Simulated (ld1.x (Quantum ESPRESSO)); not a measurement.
Results of a calculation; reference values are marked as such.
## Pseudopotentials across the periodic table

Generated with ld1.x 7.5 (TM, RRKJ, ultrasoft, PAW), atompaw 4.2 or ONCVPSP 4.0.1. The cutoff is in Ry: for ld1.x and atompaw files where the sum of valence levels is converged to 10 mRy in a Bessel basis, for ONCV files where the hardest occupied wave has 1 mHa per electron of residual kinetic energy. The error is the largest all-electron minus pseudo excitation energy over each file’s own four to seven test configurations (ionisations up to +4, promotions, holes and added fractions of an electron), all of which were solved. The labels leave out finer settings (local radius, basis sizes, second energies), which also bear on the numbers. Spin-polarised tests are not counted. The rows are a selection from randomly drawn settings: files with unsolved tests, undetermined cutoffs or missed reference levels are left out.

A true bound ghost makes a file unfit for plane-wave use even where its test errors are small: the radial tests pick states by their node count and pass the ghost by.

| element | potential | cutoff (Ry) | largest error (meV) | bound ghosts |
| --- | --- | --- | --- | --- |
| B | ultrasoft, PBEsol, non-relativistic, rc 1.70/4.10/3.95 (spd), local smoothed, core correction yes, reference 2s2 2p0 | 6 | -590 | none |
| S | RRKJ, PBE, scalar-relativistic, rc 1.56/1.62 (sp), local p, core correction yes, reference 3s2 3p4 | 50 | +155 | none |
| Ti | TM, PBE, scalar-relativistic, rc 2.70/2.70/1.50 (spd), local s, core correction no, reference 3d2 4s2 4p0 | 80 | +300 | none |
| Ga | TM, LDA (PZ), fully relativistic, rc 1.65/2.70 (sp), local smoothed, core correction no, reference 4s2 4p1 | 15 | +129 | none |
| Tl | RRKJ, LDA (PZ), scalar-relativistic, rc 1.90/2.05 (sp), local s, core correction yes, reference 6s2 6p0 | 21 | -215 | d |

Q: Fill in the row for Co: TM semilocal, PBEsol, scalar-relativistic, rc 2.40/2.80/1.05 (spd), local s, core correction yes, reference 3d7 4s1.5 4p0.

A: cutoff 180 Ry, largest error -266 meV, bound ghosts: none.

Q: Fill in the row for Ga: TM, PBE, scalar-relativistic, rc 1.35/1.65/1.75 (spd), local p, core correction no, reference 4s1.75 4p1.25.

A: cutoff 40 Ry, largest error +52 meV, bound ghosts: d.
